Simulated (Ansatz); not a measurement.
The pair A = NH3 (SMILES N) (first 4 atoms), B = CH2F2 (SMILES FCF); geometry from B3LYP-D3(BJ)/def2-TZVP.
(charge 0, multiplicity 1):
```xyz
9

N     -0.009    -0.099    -0.119
H     -1.022    -0.082    -0.172
H      0.319     0.833    -0.349
H      0.321    -0.723    -0.846
F     -1.045    -0.469     3.610
C      0.277    -0.364     3.276
F      0.727     0.855     3.704
H      0.368    -0.413     2.190
H      0.828    -1.139     3.813
```

Correlated levels freeze the cores. MP2 and its Hartree–Fock in aug-cc-pVQZ, aug-cc-pVTZ are density fitted.

Programs: Ansatz (an electronic-structure program) with Gaussian orbitals. Each number belongs to the level named beside it.

The counterpoise-corrected interaction energy is E(AB) − E(A in the pair's basis) − E(B in the pair's basis). Total energies (hartree):

```tsv
level	AB	A in the pair's basis	B in the pair's basis
HF/aug-cc-pVTZ	-294.2212363	-56.2202509	-237.9979482
MP2/aug-cc-pVTZ	-295.1539023	-56.4607276	-238.6885701
HF/aug-cc-pVQZ	-294.2411757	-56.2238751	-238.0142590
MP2/aug-cc-pVQZ	-295.2375428	-56.4777861	-238.7549794
MP2/aug-cc-pVDZ	-294.8953317	-56.4058459	-238.4853028
CCSD(T)/aug-cc-pVDZ	-294.9468449	-56.4263646	-238.5162519
```

### Question
Work out the counterpoise-corrected interaction energy at the basis-set limit: extrapolate the MP2 correlation part as X⁻³, take Hartree–Fock from the larger set, and add the CCSD(T) − MP2 difference of aug-cc-pVDZ.

### Answer

1. Differences (1 hartree = 627.509 kcal/mol): HF/aug-cc-pVTZ -1.906; MP2/aug-cc-pVTZ -2.889; HF/aug-cc-pVQZ -1.909; MP2/aug-cc-pVQZ -2.998; MP2/aug-cc-pVDZ -2.625; CCSD(T)/aug-cc-pVDZ -2.653.
2. Correlation parts, MP2 less HF: -0.983 in aug-cc-pVTZ (X = 3), -1.089 in aug-cc-pVQZ (X = 4).
3. Limit (4³·(-1.089) − 3³·(-0.983))/(4³ − 3³) = -1.166; with HF/aug-cc-pVQZ it gives -3.075.
4. CCSD(T) less MP2 in aug-cc-pVDZ: -0.029.
Result: -3.10 kcal/mol, against -2.89 at MP2/aug-cc-pVTZ. It is an estimate of this method's limit, not of the exact value.
